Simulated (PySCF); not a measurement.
As²⁺: ionisation energy

As²⁺ [Ar] 3d10 4s2 4p1 (2P) → As³⁺ [Ar] 3d10 4s2 (1S), as a difference of total energies. All numbers are calculated (PySCF 2.14, scalar relativity by spin-free X2C-1e, in aug-cc-pVQZ-DK (8s7p5d3f2g, 93 functions)). Correlated levels: valence: [Ar] 3d10 frozen. The calculations carry no spin-orbit coupling.

| method | ionisation energy (eV) | plus first-order spin-orbit estimate | error of that sum (eV) |
| --- | --- | --- | --- |
| UHF | 27.487 | 27.713 | -0.636 |
| MP2 (valence) | 27.776 | 28.001 | -0.348 |
| SCS-MP2 (valence) | 27.770 | 27.995 | -0.354 |
| CCSD (valence) | 27.845 | 28.070 | -0.279 |
| CCSD(T) (valence) | 27.866 | 28.091 | -0.258 |

Reference: 28.349 ± 0.012 eV (measured; NIST Atomic Spectra Database, ionization energies).

A first-order spin-orbit estimate (lowest level to lowest level, LS coupling) adds 0.225 eV.

Errors of the correlated levels include the incompleteness of this basis and the frozen core.
